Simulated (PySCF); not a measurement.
## Shapes and spin states of MoFCl

Computed with PBE0/[Mo def2-TZVP with ECP28, F def2-TZVP, Cl def2-TZVP], scalar-relativistic core potentials, density fitting, no spin–orbit coupling, PySCF.

Relaxations began from a few typed shapes and spin states; open shells are unrestricted. The search is not exhaustive: other isomers or separated fragments can lie lower, and high-lying points may rest on an excited occupation.

Task: Order these stationary points by electronic energy, lowest first, in kJ/mol from the lowest minimum.
A. quintet Cs: Mo–Cl 2.261 Å, Mo–F 1.868 Å; Cl–Mo–F 132.3°
B. broken-symmetry Ms = 0 (⟨S²⟩ 1.86) Cs: Mo–Cl 2.238 Å, Mo–F 1.847 Å; Cl–Mo–F 137.7°
C. singlet C∞v: Mo–Cl 2.273 Å, Mo–F 1.835 Å; Cl–Mo–F 180.0°
D. quintet C∞v: Mo–Cl 2.278 Å, Mo–F 1.890 Å; Cl–Mo–F 180.0°
E. singlet (closed shell, unstable to spin polarisation) Cs: Mo–Cl 2.185 Å, Mo–F 1.823 Å; Cl–Mo–F 137.2°
F. broken-symmetry Ms = 1 (⟨S²⟩ 3.00) Cs: Mo–Cl 2.253 Å, Mo–F 1.861 Å; Cl–Mo–F 132.1°

Result: A (0.0), D (18.8), F (93.2), B (118.3), E (220.4), C (261.1).

Task: Which of them are minima?

Result: By energy in kJ/mol, 0.0: minimum; 18.8: saddle point, 1 imaginary mode; 93.2: minimum; 118.3: minimum; 220.4: minimum of the closed-shell surface only; 261.1: minimum.

Formally Mo is in oxidation state +2, d4, with 4 unpaired electrons (the high-spin count). The Mulliken spin on Mo is 3.98. The polar-tensor charge on Mo, 1.28, is below the formal one.

For the lowest minimum: other spin states or occupations of the open shell can lie lower.

The electron or spin density has lower symmetry than the nuclear frame for the quintet C∞v at 18.8 kJ/mol, broken-symmetry Ms = 0 (⟨S²⟩ 1.86) Cs at 118.3 kJ/mol, singlet C∞v at 261.1 kJ/mol.
